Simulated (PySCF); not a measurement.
## Atomic charges against the basis set

C₄H₁₁B.
Numbering: `[CH3:1][BH:2][CH2:3][CH2:4][CH3:5]` (hydrogens: H6, H7, H8 on C1; H9 on B2; H10, H11 on C3; H12, H13 on C4; H14, H15, H16 on C5)

PBE0 throughout (PySCF), one geometry, spherical d and f functions. The structure is a single PBE0-D3(BJ)/def2-SVP conformer in the gas phase; no vibrational or solvent corrections. Atoms taken as equivalent share a column and are averaged. The first 7 of 10 kinds of atom are listed.

Mulliken charges (e):

| basis | functions | C1 | B2 | C3 | C4 | C5 | H6/H7/H8 | H9 |
| --- | --- | --- | --- | --- | --- | --- | --- | --- |
| STO-3G | 36 | -0.342 | +0.253 | -0.248 | -0.138 | -0.231 | +0.081 | -0.059 |
| 6-31G | 67 | -0.728 | +0.429 | -0.515 | -0.313 | -0.490 | +0.176 | -0.053 |
| 6-31G* | 92 | -0.705 | +0.300 | -0.466 | -0.319 | -0.523 | +0.185 | -0.029 |
| def2-SVP | 125 | -0.175 | +0.038 | -0.131 | -0.100 | -0.080 | +0.060 | -0.030 |
| 6-311+G(2d,p) | 201 | -0.665 | +0.351 | -0.448 | -0.025 | -0.703 | +0.163 | -0.007 |
| def2-TZVP | 221 | -0.443 | +0.056 | -0.290 | -0.188 | -0.351 | +0.138 | +0.007 |

IAO charges (e):

```json
{"basis": "STO-3G", "functions": "36", "C1": "-0.531", "B2": "+0.205", "C3": "-0.388", "C4": "-0.250", "C5": "-0.391", "H6/H7/H8": "+0.143", "H9": "-0.001"}
{"basis": "6-31G", "functions": "67", "C1": "-0.584", "B2": "+0.202", "C3": "-0.408", "C4": "-0.247", "C5": "-0.427", "H6/H7/H8": "+0.161", "H9": "-0.006"}
{"basis": "6-31G*", "functions": "92", "C1": "-0.568", "B2": "+0.214", "C3": "-0.400", "C4": "-0.235", "C5": "-0.406", "H6/H7/H8": "+0.155", "H9": "-0.012"}
{"basis": "def2-SVP", "functions": "125", "C1": "-0.557", "B2": "+0.205", "C3": "-0.394", "C4": "-0.229", "C5": "-0.395", "H6/H7/H8": "+0.153", "H9": "-0.012"}
{"basis": "6-311+G(2d,p)", "functions": "201", "C1": "-0.585", "B2": "+0.208", "C3": "-0.409", "C4": "-0.243", "C5": "-0.419", "H6/H7/H8": "+0.160", "H9": "-0.008"}
{"basis": "def2-TZVP", "functions": "221", "C1": "-0.585", "B2": "+0.208", "C3": "-0.410", "C4": "-0.243", "C5": "-0.419", "H6/H7/H8": "+0.160", "H9": "-0.008"}
```

Some averages cover members that differ in this geometry, most widely: H6/H7/H8, IAO in def2-SVP +0.136 to +0.167; H6/H7/H8, IAO in def2-TZVP +0.143 to +0.175; H6/H7/H8, IAO in 6-311+G(2d,p) +0.143 to +0.174; H6/H7/H8, IAO in 6-31G* +0.139 to +0.168 e.

Q: Which scheme is steadiest as the basis changes?

A: Largest range over the bases for any column: IAO 0.05 e, Mulliken 0.62 e. IAO charges move least and Mulliken charges most, counted in e. Without the minimal STO-3G basis the ranges are IAO 0.03, Mulliken 0.62 e.

Q: How much do the charges still move between the two largest bases, 6-311+G(2d,p) and def2-TZVP?

A: At most, over all atoms: Mulliken 0.351 e, IAO 0.000 e.

Q: What do the same runs give for the total energy, the frontier levels and the dipole moment?

A: 
```json
{"basis": "STO-3G", "energy (Eh)": "-181.4962", "HOMO (eV)": "-6.97", "LUMO (eV)": "2.28", "μ (D)": "0.24"}
{"basis": "6-31G", "energy (Eh)": "-183.6138", "HOMO (eV)": "-8.17", "LUMO (eV)": "-0.24", "μ (D)": "0.38"}
{"basis": "6-31G*", "energy (Eh)": "-183.6509", "HOMO (eV)": "-8.14", "LUMO (eV)": "-0.26", "μ (D)": "0.38"}
{"basis": "def2-SVP", "energy (Eh)": "-183.5259", "HOMO (eV)": "-8.29", "LUMO (eV)": "-0.51", "μ (D)": "0.41"}
{"basis": "6-311+G(2d,p)", "energy (Eh)": "-183.7072", "HOMO (eV)": "-8.34", "LUMO (eV)": "-0.62", "μ (D)": "0.41"}
{"basis": "def2-TZVP", "energy (Eh)": "-183.7191", "HOMO (eV)": "-8.32", "LUMO (eV)": "-0.60", "μ (D)": "0.42"}
```

The dipole is fixed by the density alone, so its range of 0.18 D shows that the density itself changes with the basis, not only its division among atoms.
